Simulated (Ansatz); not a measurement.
`CC(C)CCCl` and `CC(C)CB(Cl)Cl` differ in one atom or group.

Ansatz, PBE0-D4/def2-TZVP geometries, multiplicity 1. Each molecule was computed in one conformer, which needn't be the lowest.

```csv
property,`CC(C)CCCl`
HOMO–LUMO gap (B3LYP/def2-TZVPP) / eV,8.65
size of the dipole moment (B3LYP/def2-TZVPP) / D,1.86
LUMO energy (PBE/def2-TZVPP) / eV,-0.08
HOMO energy (ωB97M-V/def2-TZVPP) / eV,-10.53
LUMO energy (ωB97M-V/def2-TZVPP) / eV,2.53
HOMO energy (PBE/def2-TZVPP) / eV,-6.82
```

(1) Give the same properties after the change, and the shifts. (An estimate is asked.)

## Answers

(1) The calculation gave: 
```tsv
property	`CC(C)CB(Cl)Cl`	shift
HOMO–LUMO gap (B3LYP/def2-TZVPP) / eV	7.15	-1.50
size of the dipole moment (B3LYP/def2-TZVPP) / D	1.48	-0.38
LUMO energy (PBE/def2-TZVPP) / eV	-2.14	-2.06
HOMO energy (ωB97M-V/def2-TZVPP) / eV	-10.99	-0.46
LUMO energy (ωB97M-V/def2-TZVPP) / eV	0.91	-1.62
HOMO energy (PBE/def2-TZVPP) / eV	-7.36	-0.54
```

With PBE0 the HOMO falls by 0.52 eV and the LUMO falls by 2.18 eV, so the gap narrows by about 1.66 eV. PBE moves the HOMO by -0.54 eV and ωB97M-V by -0.46 eV. Dipoles are sizes alone; their direction can turn.

B3LYP here is the variant with VWN-RPA as its local correlation; programs differ in this.
